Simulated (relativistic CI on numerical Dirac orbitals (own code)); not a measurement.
Computed by Dirac-Coulomb-Breit CI, orbitals from a KLI potential per configuration, model QED (radiative potential, 1s self-energy scaled to tabulated hydrogen-like ionisation energies), unscaled Slater integrals (own radial code, finite nucleus).

Configuration list: 1s2, 1s 2s, 1s 2p, 1s 3s, 1s 3p, 1s 3d, 1s 4s, 1s 4p, 1s 4d, 1s 4f, 1s 5s, 1s 5p, 1s 5d, 1s 5f, 1s 5g, 1s 6s, 1s 6p, 1s 6d. Levels of other configurations are missing.

At this charge energies of transitions that change n are usually good to better than 1 %, and those within a shell (Δn = 0) to a few per cent.

Outline of the computed level scheme of Se XXXIII. Lowest level of each configuration: 1s2 1S_0 at 0.0 eV; 1s 2s 3S_1 at 11534.0 eV; 1s 2p 3P°_0 at 11575.0 eV; 1s 3s 3S_1 at 13678.6 eV; 1s 3p 3P°_0 at 13689.9 eV; 1s 3d 3D_2 at 13711.2 eV; 1s 4s 3S_1 at 14421.8 eV; 1s 4p 3P°_0 at 14426.4 eV; 1s 4d 3D_2 at 14435.3 eV.

Some strong electric-dipole decays among the lowest 27 levels: 1s 2p 1P°_1 → 1s2 1S_0 (1.2e+15 s⁻¹); 1s 3p 1P°_1 → 1s2 1S_0 (3.4e+14 s⁻¹); 1s 2p 3P°_1 → 1s2 1S_0 (2.8e+14 s⁻¹); 1s 4p 1P°_1 → 1s2 1S_0 (1.4e+14 s⁻¹); 1s 3p 3P°_1 → 1s2 1S_0 (7.9e+13 s⁻¹); 1s 3d 3D_3 → 1s 2p 3P°_2 (7.7e+13 s⁻¹); 1s 3d 1D_2 → 1s 2p 1P°_1 (6.8e+13 s⁻¹); 1s 3d 3D_2 → 1s 2p 3P°_1 (6.1e+13 s⁻¹).

LS names give the leading component of a level, which can be under half, so a name can repeat, a term be missing and a line seem to break the LS rules.
